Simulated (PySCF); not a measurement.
## Calculated properties of `CC[SiH2][Si@@H](O)SC`

C₃H₁₂OSSi₂.
Z-matrix (Å and degrees, GFN2-xTB geometry), rows numbered from 1:
```
C 
C   1  1.5245
Si  2  1.9077  1  113.28
Si  3  2.3068  2  111.59  1   179.49
O   4  1.6232  3  105.73  2   -53.48
S   4  2.1686  3  114.26  2    62.82
C   6  1.8149  4   98.82  3    67.11
H   1  1.0890  2  110.98  3  -179.54
H   1  1.0876  2  110.62  3   -59.39
H   1  1.0877  2  110.66  3    60.31
H   2  1.0925  1  109.08  3  -122.51
H   2  1.0920  1  109.17  3   121.89
H   3  1.4688  2  109.42  1    56.90
H   3  1.4760  2  107.89  1   -57.92
H   4  1.4688  3  118.39  2  -176.10
H   5  0.9550  4  121.97  3   158.28
H   7  1.0849  6  107.15  4  -179.97
H   7  1.0858  6  109.51  4    60.80
H   7  1.0859  6  109.73  4   -60.45
```

Among its groups: Si–H bond and C–Si bond.

From GFN2-xTB geometry:

| Item | Value |
| --- | --- |
| Point group of the GFN2-xTB geometry | C1 |
| Rotational constants A, B, C of the GFN2-xTB geometry | 1.972, 0.766, 0.663 GHz |

From PBE0/pcSseg-1 ground state and GIAO shieldings, non-relativistic (PySCF):

| Quantity | Value |
| --- | --- |
| Dipole moment | 0.60 D |
| HOMO energy | -6.66 eV |
| LUMO energy | -0.41 eV |
| HOMO–LUMO gap | 6.25 eV |
| Lowest Hirshfeld atomic charge | -0.31 e on O5 |
| Highest Hirshfeld atomic charge | +0.30 e on Si4 |
| 13C chemical shifts (computed TMS as zero) by class | 13.9 (C1), 9.9 (C7), 2.1 (C2) ppm |
| 1H chemical shifts (computed TMS as zero) by class | 6.15 (H15), 3.68 (H13), 3.60 (H14), 1.88 (H17/H18/H19), 1.43 (H16), 1.23 (H8/H9/H10), 0.98 (H12), 0.97 (H11) ppm |
| Isotropic shieldings of nuclei other than C and H, by class | 315 (O5), 340 (Si4), 429 (Si3), 699 (S6) ppm |
| Mayer bond orders between heavy atoms | C1–C2 1.05, C2–Si3 0.92, Si3–Si4 0.87, Si4–O5 1.02, Si4–S6 0.91, S6–C7 1.00 |

Monoisotopic mass from the formula: 152.0147 u.

The rotational constants make it an asymmetric top with κ = (2B − A − C)/(A − C) = -0.84, nearer the prolate limit (−1). The dipole matches unit charges of opposite sign 0.13 Å apart (1 e·Å = 4.8032 D). With B = h/(8π²I), that is 505.379 GHz u Å² over I, the principal moments of inertia are 256.2, 659.7 and 762.6 u Å² (most abundant isotopes).

One conformer (not necessarily the lowest) at the GFN2-xTB geometry, without solvent or vibrations. NMR classes are plain means over equivalent atoms (diastereotopic ones count apart unless rotation or inversion swaps them), as if these changed places fast; in this geometry the members of some classes differ.
